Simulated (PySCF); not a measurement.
A structure optimised at PBE0-D3(BJ)/def2-SVP, used in a PySCF frequency run:

```xyz
12

C      0.5479     1.8725     0.0000
C     -0.1094     0.5876     0.0000
O     -1.3338     0.5133     0.0000
C      0.7623    -0.6555     0.0000
C     -0.0358    -1.9428     0.0000
H      1.6366     1.9689     0.0000
H     -0.0727     2.7714     0.0000
H      1.4333    -0.5992     0.8761
H      1.4333    -0.5992    -0.8761
H      0.6275    -2.8197     0.0000
H     -0.6886    -1.9998    -0.8829
H     -0.6886    -1.9998     0.8829
```
Charge 0, spin multiplicity 2.

Question: Write its SMILES, formula and point group.

Answer: [CH2]C(=O)CC, C₄H₇O, Cs

Question: What are its rotational constants (standard atomic weights)?

Answer: 10.050, 3.8157, 2.8634 GHz
